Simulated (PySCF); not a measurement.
## Spin-rotation constants: SMILES OC(=O)C/C(=C/Br)CF, C5H6BrFO2

Geometry (Å), atoms numbered from 1 in this order:
```xyz
15

O     1.634   -0.933   -0.879
C     1.496   -0.734    0.296
O     2.354   -1.177    1.217
C     0.362    0.041    0.942
C    -0.615    0.532   -0.086
C    -0.699    1.821   -0.384
Br   -1.858    2.529   -1.694
C    -1.413   -0.530   -0.785
F    -1.717   -1.558    0.074
H     3.073   -1.680    0.802
H     0.793    0.864    1.513
H    -0.135   -0.637    1.641
H    -0.098    2.578    0.093
H    -2.362   -0.145   -1.172
H    -0.820   -0.963   -1.600
```

Method used: GIAO PBE/pcSseg-1 magnetisability, rotational g tensor and spin-rotation constants, non-relativistic, gas phase (PySCF). Geometry: GFN2-xTB.

The calculation is non-relativistic, which matters for the atoms heavier than Zn.

Problem. Give the nuclear spin-rotation constants along the inertial axes (H = +C I·J) beside the isotropic shieldings.

Solution. Rotational constants 2.1493, 0.4896, 0.4397 GHz. A star marks the isotopologue with that one atom substituted, in its own axes.
| atom | isotope | Caa (kHz) | Cbb (kHz) | Ccc (kHz) | mean (kHz) | σ (ppm) |
| --- | --- | --- | --- | --- | --- | --- |
| Br7 | 79Br | 2.062 | 1.062 | 0.772 | 1.299 | 2057.0 |
| F9 | 19F | 1.024 | 0.091 | 0.117 | 0.410 | 418.0 |
| H10 | 1H | -0.060 | -0.064 | -0.004 | -0.043 | 25.6 |
| H11 | 1H | -0.240 | -0.011 | -0.019 | -0.090 | 28.6 |
| H12 | 1H | -0.166 | -0.011 | -0.027 | -0.068 | 27.7 |
| H13 | 1H | -0.218 | 0.018 | -0.025 | -0.075 | 25.5 |
| H14 | 1H | 0.079 | -0.027 | -0.042 | 0.003 | 25.6 |
| H15 | 1H | -0.170 | -0.045 | 0.025 | -0.063 | 25.6 |
| O1 | 17O* | -1.106 | -0.070 | -0.246 | -0.474 | -99.1 |
| C2 | 13C* | 1.108 | 0.143 | 0.145 | 0.465 | 10.9 |
| O3 | 17O* | -0.335 | -0.098 | -0.144 | -0.192 | 116.5 |
| C4 | 13C* | 0.341 | 0.098 | 0.081 | 0.173 | 142.9 |
| C5 | 13C* | 0.899 | 0.176 | 0.114 | 0.397 | 35.2 |
| C6 | 13C* | 0.739 | 0.151 | 0.122 | 0.337 | 58.1 |
| C8 | 13C* | 0.531 | 0.120 | 0.118 | 0.256 | 94.4 |

For the geometry as given, no vibrational averaging.
